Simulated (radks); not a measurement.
Results of a calculation; reference values are marked as such.
Sc2+, 19 electrons, occupied as [Ar] 3d1. Level of theory: scalar-relativistic Kohn-Sham, PBE, spin-unpolarised, spherical densities, point nucleus (a radial shooting solver on a logarithmic mesh with Libxc functionals).

X-ray form factor f0, the Fourier transform of the density (f0(0) = 19):

sin(theta)/lambda (1/angstrom),f0 (electrons)
0.05,18.705
0.1,17.879
0.15,16.675
0.2,15.273
0.25,13.834
0.3,12.472
0.4,10.225
0.5,8.681
0.6,7.677
0.8,6.452
1,5.490
1.25,4.337
1.5,3.347
2,2.092
